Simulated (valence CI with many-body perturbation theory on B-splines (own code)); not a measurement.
Results of a calculation; reference values are marked as such.
**K XV: magnetic and hyperfine properties of the levels**

Method: relativistic CI+MBPT: three valence electrons over a frozen Dirac-Fock core [He], radial functions for each j: 11 s, 11 p, 10 d, 8 f, 5 g, 2 h, with the one-electron correlation potential Σ1, the two-electron term Σ2, the three-electron term Σ3, Breit, model QED; selected CI, second order for the rest, scaled by the run's own slope (own B-spline code, finite nucleus).

No measured spectrum was set against this ion. As an estimate, levels of excited configurations hold to 0.05 to 0.15 % of their energy, terms of the ground configuration to about 0.5 %.

A/g_I is the dipole constant over the nuclear g factor μ/I (μ in nuclear magnetons, uniformly magnetised nucleus), B/Q the quadrupole constant per barn. Both hold the static response of the core; the bare values leave it out. Large factors of s and p1/2 electrons are usually good to 5 to 10 %; those of open d and f shells near neutrality can be off by tens of per cent, and small factors of p3/2, d and f electrons come from cancelling terms and can be off by a factor of two or in sign, in half-filled shells by more. B is blank for J = 1/2, where it vanishes, and for nearly pure S terms. Energies count from the lowest level.

Names give the largest LS component (configuration and term), which can be under half, so a name can repeat, a term be missing and a line seem to break the LS rules; names also repeat where a configuration has a term twice. Letters in brackets count levels of one name in rising energy.

```csv
Level,E (× 10³ cm⁻¹),g,A/g_I (MHz),A/g_I bare,B/Q (MHz/b),B/Q bare
2s²2p ²P°_1/2,0.00,0.663,54000,52900,,
2s²2p ²P°_3/2,29.01,1.332,10400,11200,18700,18800
2s2p² ⁴P_1/2,248.00,2.663,91900,91700,,
2s2p² ⁴P_3/2,259.24,1.732,42400,42400,15200,15300
2s2p² ⁴P_5/2,273.85,1.596,44600,44600,-18900,-19100
2s2p² ²D_3/2,444.09,0.802,-10600,-9370,26400,26500
2s2p² ²D_5/2,445.72,1.201,50500,49200,37800,38000
2s2p² ²S_1/2,553.21,1.646,129000,124000,,
2s2p² ²P_1/2,588.62,1.023,72900,69500,,
2s2p² ²P_3/2,599.40,1.328,-8200,-5990,-19100,-19200
2p³ ⁴S°_3/2,775.04,1.993,-4060,46.3,,
2p³ ²D°_3/2,874.48,0.820,12300,11700,9150,9210
2p³ ²D°_5/2,877.59,1.198,17900,18700,-246,-247
2p³ ²P°_1/2,979.62,0.663,54400,52700,,
2p³ ²P°_3/2,986.10,1.317,9000,10300,-8700,-8760
2s²3s ²S_1/2,3893.5,2.001,49500,48100,,
2s²3p ²P°_1/2,4014.5,0.665,13100,12800,,
2s²3p ²P°_3/2,4022.5,1.333,5550,5700,5720,5750
2s²3d ²D_3/2,4134.9,0.799,1790,1780,946,974
2s²3d ²D_5/2,4137.2,1.200,631,636,1330,1370
2s2p3s ⁴P°_1/2,4140.9,2.656,109000,106000,,
2s2p3s ⁴P°_3/2,4149.7,1.726,70400,68900,-15300,-15400
2s2p3s ⁴P°_5/2,4168.2,1.599,51900,51000,19600,19700
2s2p3s ²P°_1/2 [a],4201.9,0.674,20700,20700,,
2s2p3s ²P°_3/2 [a],4221.8,1.337,49700,49000,18700,18900
2s2p3p ⁴D_1/2,4248.5,0.199,-15000,-14300,,
2s2p3p ⁴D_3/2,4256.3,1.236,45800,45000,-6650,-6690
2s2p3p ²P_1/2 [a],4266.9,0.494,-45100,-44100,,
2s2p3p ²P_3/2 [a],4269.2,1.362,32300,31700,-6570,-6620
2s2p3p ⁴D_5/2,4269.9,1.374,33700,33200,5010,5030
2s2p3p ⁴D_7/2,4286.4,1.428,31500,31100,25000,25200
2s2p3p ⁴S_3/2,4293.7,1.872,56200,55400,-2760,-2780
2s2p3p ⁴P_1/2,4301.4,2.645,105000,103000,,
2s2p3p ⁴P_3/2,4312.8,1.715,50500,49900,11600,11700
2s2p3p ⁴P_5/2,4318.8,1.565,42900,42400,-5730,-5760
2s2p3p ²D_3/2 [a],4319.9,0.876,8920,8810,19000,19100
2s2p3p ²D_5/2 [a],4338.0,1.230,27900,27700,22300,22400
2s2p3d ⁴F°_3/2,4353.7,0.421,-19200,-18600,6410,6470
2s2p3d ⁴F°_5/2,4359.1,1.043,13200,13000,3270,3310
2s2p3d ⁴F°_7/2,4367.5,1.248,22100,21700,4910,4970
```

(1) Take the isotope of mass number 41, with I = 3/2, μ = 0.21487 μN and Q = 0.0734 b. What is the hyperfine structure of 2s2p² ⁴P_5/2?

## Answers

(1) From the table A = 6390 MHz, B = -1390 MHz. Shifts from the centre of gravity in MHz: F = 1: -34500, F = 2: -20600, F = 3: -833, F = 4: 23600.
